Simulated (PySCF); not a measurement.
Complete the spectrum of C5H10FNSi

C₅H₁₀FNSi.
SMILES: `[H]/N=C\C[SiH2]CC(=C)F`

Method used: TDDFT CAM-B3LYP/def2-SVPD, vertical, gas phase, core orbitals frozen in the response in PySCF 2.14.0, density-fitted response routines. Geometry: GFN2-xTB, one conformer, isolated molecule. Torsions of this conformer, `[H]/[N:8]=[CH:7]\[CH2:6][SiH2:5][CH2:4][C:2](=[CH2:1])[F:3]`: C1–C2–C4–Si5 -107°, C2–C4–Si5–C6 -67°, C4–Si5–C6–C7 -62°, Si5–C6–C7–N8 96°.

Orbital energies (eV): HOMO-3 -11.27, HOMO-2 -9.82, HOMO-1 -8.76, HOMO -8.70, LUMO 0.84, LUMO+1 1.04, LUMO+2 1.24.

Lowest singlets, with some entries withheld (?).

```
state  λ (nm)       f     main configurations (H = HOMO, L = LUMO)
   S1   238.7  0.0016                                  H-1→L (81%)
   S2   181.7   0.054                     H→L+2 (53%), H→L+1 (35%)
   S3   177.7   0.285          H→L+1 (37%), H→L (37%), H→L+2 (15%)
   S4   170.8   0.169          H→L (44%), H→L+2 (15%), H→L+1 (14%)
   S5       ?   0.031  H-1→L+1 (42%), H-1→L+3 (22%), H-1→L+6 (10%)
   S6       ?   0.098         H-2→L (46%), H-1→L+2 (18%), H→L (8%)
   S7       ?   0.033                     H→L+3 (41%), H→L+4 (33%)
   S8       ?   0.099    H-1→L+2 (26%), H-2→L (20%), H-1→L+1 (13%)
```

(1) Fill in the withheld entries.

(2) Where do the lowest triplets lie (Tamm–Dancoff)?

(3) What is the mean static polarisability from the same response equations?

(4) How far apart are S5 and S8, in eV and cm⁻¹?

Answers

(1) 
- S5: λ = 169.2 nm
- S6: λ = 162.7 nm
- S7: λ = 161.2 nm
- S8: λ = 159.9 nm

(2) T1 4.40 eV, H→L+1 (57%), H→L+3 (21%); T2 4.43 eV, H-1→L (78%); T3 5.09 eV, H-2→L (66%), H-5→L (8%). E(S1) − E(T1) = +0.80 eV.

(3) 94.4 au (13.99 Å³), with principal values 77.5, 94.4 and 111.2 au.

(4) 7.754 − 7.328 = 0.426 eV, or about 3430 cm⁻¹.
